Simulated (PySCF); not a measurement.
# The third ionisation energy along the second row

Calculated with PySCF 2.14 from differences of total energies of unrestricted determinants, without spin-orbit coupling. Values in eV. The last column holds reference values (NIST; (s) semi-empirical, (t) theoretical, else measured). Unmarked ones compare directly (S terms, centres of terms, or small fine structure); those marked * lie between the lowest fine-structure levels and include a spin-orbit shift.

```
                           element               configurations  MP2 (valence)  SCS-MP2 (valence)  CCSD (valence)  CCSD(T) (valence)    PBE0   B3LYP     reference
 B (aug-cc-pVDZ-DK, spin-free X2C)               [He] 2s1 → 1s2            n/a                n/a             n/a                n/a  38.115  38.343        37.931
 C (aug-cc-pVDZ-DK, spin-free X2C)          [He] 2s2 → [He] 2s1         46.922             47.137          47.802             47.802  47.109  47.285        47.888
 N (aug-cc-pVDZ-DK, spin-free X2C)      [He] 2s2 2p1 → [He] 2s2         47.302             47.246          47.036             47.051  48.036     n/a  47.445 (s) *
 O (aug-cc-pVDZ-DK, spin-free X2C)  [He] 2s2 2p2 → [He] 2s2 2p1         54.777             54.675          54.540             54.545  55.362  55.525  54.936 (s) *
 F (aug-cc-pVDZ-DK, spin-free X2C)  [He] 2s2 2p3 → [He] 2s2 2p2         62.544             62.362          62.308             62.307  62.964  62.994  62.708 (s) *
Ne (aug-cc-pVDZ-DK, spin-free X2C)  [He] 2s2 2p4 → [He] 2s2 2p3         62.450             62.448          62.455             62.469  63.689  64.039      63.423 *
```

"Valence" correlates the outer s and p shells and, in groups 3 to 12 and the f block, the outer d or f shell, open or full, or the next shell where the ion has no valence electron left; the wider scheme adds the next inner shell.
